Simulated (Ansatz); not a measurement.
Ansatz (a first-principles code) input file for F6Si2, SMILES F[Si](F)(F)[Si](F)(F)F, PBE-D3(BJ)/def2-SVP. 

Ansatz 0.2 input:
```yaml
crystal:
  periodic: [false, false, false]
  atoms:
    - {symbol: F, position_ang: [1.29752150, -0.74912439, 1.71774284]}
    - {symbol: Si, position_ang: [0.00000000, -0.00000000, 1.15696870]}
    - {symbol: F, position_ang: [0.00000000, 1.49824877, 1.71774284]}
    - {symbol: F, position_ang: [-1.29752150, -0.74912439, 1.71774284]}
    - {symbol: Si, position_ang: [0.00000000, 0.00000000, -1.15696870]}
    - {symbol: F, position_ang: [1.29752150, 0.74912439, -1.71774284]}
    - {symbol: F, position_ang: [0.00000000, -1.49824877, -1.71774284]}
    - {symbol: F, position_ang: [-1.29752150, 0.74912439, -1.71774284]}
basis:
  gaussian:
    orbitals: def2-SVP
hamiltonian:
  xc: pbe
  dispersion: d3bj
relax: {f_tol: 0.002, max_steps: 200}
```

Log of the run:

```
WARN ansatz: RAYON_NUM_THREADS=1 ignored (pool sized by the plan → 1); use --threads N
Functional definition: PBE
integrals: 0.07 GiB planned
1280 factors; their error is unknown
mean field: 0.33 GiB planned
mean field evaluation 1: about -32017.7520 eV, gradient 7.1e1 eV
mean field evaluation 2: about -31992.3562 eV, gradient 1.5e2 eV
mean field evaluation 4: about -32025.1059 eV, gradient 1.5e0 eV
mean field evaluation 8: about -32025.0070 eV, gradient 8.1e-2 eV
mean field evaluation 16: about -32025.0071 eV, gradient 2.9e-5 eV
mean field -32025.00705022 eV, -1176.8973017661 hartree, gradient 2.9e-5 eV, S^2 0.000000; 0 other end points of the search recorded, 0 dependent functions left out
the calculation of the forces begins
reference -32025.00708142 eV, -1176.8973029128 hartree; 41, 41 occupied and 79, 79 virtual orbitals, 1280 factors
relax step   1: F+E_penalty+E_count = -32025.17230674 eV  Δ(F+E_penalty+E_count) = +0.000e0 eV  max|allowed force component| = 6.156e-1 eV/Å  Δτ_max = 0.0000 Å  (25 SCF iters, accepted)
these checks for a lower state are left out or cut short: starts, cluster_reference, orbital_swaps, neighbouring_geometries, increment
integrals: 0.07 GiB planned
1280 factors; their error is unknown
mean field: 0.33 GiB planned
mean field -32025.03112151 eV, -1176.8981863697 hartree, gradient 6.8e-6 eV, S^2 0.000000; 0 other end points of the search recorded, 0 dependent functions left out
the calculation of the forces begins
reference -32025.03115267 eV, -1176.8981875149 hartree; 41, 41 occupied and 79, 79 virtual orbitals, 1280 factors
relax step   2: F+E_penalty+E_count = -32025.19566393 eV  Δ(F+E_penalty+E_count) = -2.336e-2 eV  max|allowed force component| = 3.557e-1 eV/Å  Δτ_max = 0.0103 Å  (27 SCF iters, accepted)
these checks for a lower state are left out or cut short: starts, cluster_reference, orbital_swaps, neighbouring_geometries, increment
integrals: 0.07 GiB planned
1280 factors; their error is unknown
mean field: 0.33 GiB planned
mean field evaluation 32: about -32025.0415 eV, gradient 1.3e-5 eV
mean field -32025.04147045 eV, -1176.8985666863 hartree, gradient 1.3e-5 eV, S^2 0.000000; 0 other end points of the search recorded, 0 dependent functions left out
the calculation of the forces begins
reference -32025.04150151 eV, -1176.8985678278 hartree; 41, 41 occupied and 79, 79 virtual orbitals, 1280 factors
relax step   3: F+E_penalty+E_count = -32025.20559640 eV  Δ(F+E_penalty+E_count) = -9.932e-3 eV  max|allowed force component| = 1.506e-2 eV/Å  Δτ_max = 0.0091 Å  (27 SCF iters, accepted)
these checks for a lower state are left out or cut short: starts, cluster_reference, orbital_swaps, neighbouring_geometries, increment
integrals: 0.07 GiB planned
1280 factors; their error is unknown
mean field: 0.33 GiB planned
mean field -32025.04149446 eV, -1176.8985675685 hartree, gradient 1.4e-5 eV, S^2 0.000000; 0 other end points of the search recorded, 0 dependent functions left out
the calculation of the forces begins
reference -32025.04152551 eV, -1176.8985687098 hartree; 41, 41 occupied and 79, 79 virtual orbitals, 1280 factors
relax step   4: F+E_penalty+E_count = -32025.20560735 eV  Δ(F+E_penalty+E_count) = -1.094e-5 eV  max|allowed force component| = 7.046e-4 eV/Å  Δτ_max = 0.0003 Å  (18 SCF iters, accepted)
integrals: 0.07 GiB planned
1280 factors; their error is unknown
mean field: 0.33 GiB planned
mean field -32025.04149446 eV, -1176.8985675685 hartree, gradient 1.4e-5 eV, S^2 0.000000; 1 other end points of the search recorded, 0 dependent functions left out
the calculation of the forces begins
reference -32025.04152551 eV, -1176.8985687098 hartree; 41, 41 occupied and 79, 79 virtual orbitals, 1280 factors
Total energy: -32025.20563841 eV, -1176.9045997474 hartree
Atom 0 at     1.311647    -0.757284     1.727374 Å, force     0.000044    -0.000034     0.000230 eV/Å
Atom 1 at     0.000000     0.000007     1.162160 Å, force     0.000000     0.000005    -0.000705 eV/Å
Atom 2 at     0.000000     1.514571     1.727384 Å, force     0.000000     0.000039     0.000201 eV/Å
Atom 3 at    -1.311647    -0.757284     1.727374 Å, force    -0.000044    -0.000034     0.000230 eV/Å
Atom 4 at    -0.000000    -0.000007    -1.162160 Å, force     0.000000    -0.000005     0.000705 eV/Å
Atom 5 at     1.311647     0.757284    -1.727374 Å, force     0.000044     0.000034    -0.000230 eV/Å
Atom 6 at     0.000000    -1.514571    -1.727384 Å, force    -0.000000    -0.000039    -0.000201 eV/Å
Atom 7 at    -1.311647     0.757284    -1.727374 Å, force    -0.000044     0.000034    -0.000230 eV/Å
Dipole moment:     0.000000     0.000000    -0.000000 e Å
```

Self-consistency was reached.
